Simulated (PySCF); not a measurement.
B2O2.

```xyz
4

O      0.0000     0.0000    -2.0168
B      0.0000     0.0000    -0.8202
B      0.0000     0.0000     0.8202
O      0.0000     0.0000     2.0168
```

Geometry: PBE0-D3(BJ)/def2-TZVP. The values are those of a single conformer.

Calculation: PBE/pcSseg-2 (PySCF). Non-relativistic, no solvent.

Question: Give the absolute GIAO shielding of each atom: isotropic value and principal components (ppm). (The exact figures need the calculation; the answer reports its results.)

Answer: 
```json
[
 {"atom": "O1", "σ(iso)": "-24.7", "σ11": "-242.3", "σ22": "-242.3", "σ33": "410.5", "span": "652.9"},
 {"atom": "B2", "σ(iso)": "85.7", "σ11": "18.2", "σ22": "18.2", "σ33": "220.6", "span": "202.4"},
 {"atom": "B3", "σ(iso)": "85.7", "σ11": "18.2", "σ22": "18.2", "σ33": "220.6", "span": "202.4"},
 {"atom": "O4", "σ(iso)": "-24.7", "σ11": "-242.3", "σ22": "-242.3", "σ33": "410.5", "span": "652.9"}
]
```
